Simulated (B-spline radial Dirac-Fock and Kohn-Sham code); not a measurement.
## Elastic and transport cross sections of tantalum for electrons

The computed values come from a radial B-spline solver: relativistic (Dirac) partial waves in the static field of the Dirac-Fock atom with Furness-McCarthy exchange, without polarisation or absorption potentials. Below a few hundred eV the neglected polarisation potential matters, most of all at small angles. σ_tr1 and σ_tr2 weight the cross section with 1 − P₁ and 1 − P₂ of cos θ; "backward" is the share scattered beyond 90°.

| energy (eV) | σ (a₀²) | σ_tr1 (a₀²) | σ_tr2 (a₀²) | σ/σ_tr1 | backward (%) |
| --- | --- | --- | --- | --- | --- |
| 50 | 49.3 | 14.0 | 22.9 | 3.51 | 11 |
| 84.8 | 42.7 | 6.26 | 12.1 | 6.82 | 3.8 |
| 85.9 | 42.5 | 6.14 | 11.9 | 6.92 | 3.7 |
| 92.6 | 41.1 | 5.48 | 10.7 | 7.50 | 3.1 |
| 100 | 39.6 | 4.92 | 9.56 | 8.06 | 2.6 |
| 115 | 36.9 | 4.14 | 7.89 | 8.90 | 2.1 |
| 137 | 33.4 | 3.57 | 6.47 | 9.36 | 2.1 |
| 158 | 30.6 | 3.36 | 5.80 | 9.10 | 2.4 |
| 159 | ? | ? | ? | ? | ? |
| 200 | 26.3 | 3.37 | 5.42 | 7.81 | 3.6 |
| 212 | 25.3 | 3.41 | 5.41 | 7.43 | 4.0 |
| 216 | 25.0 | 3.42 | 5.41 | 7.30 | 4.2 |
| 220 | 24.7 | 3.44 | 5.41 | 7.18 | 4.3 |
| 264 | 21.9 | 3.61 | 5.44 | 6.07 | 5.7 |

Q: Fill in the row for 159 eV.

A: σ = 30.5 a₀², σ_tr1 = 3.36 a₀², σ_tr2 = 5.78 a₀², σ/σ_tr1 = 9.08, backward 2.4 %. The ratio σ/σ_tr1 is roughly the number of elastic collisions that randomise the direction.
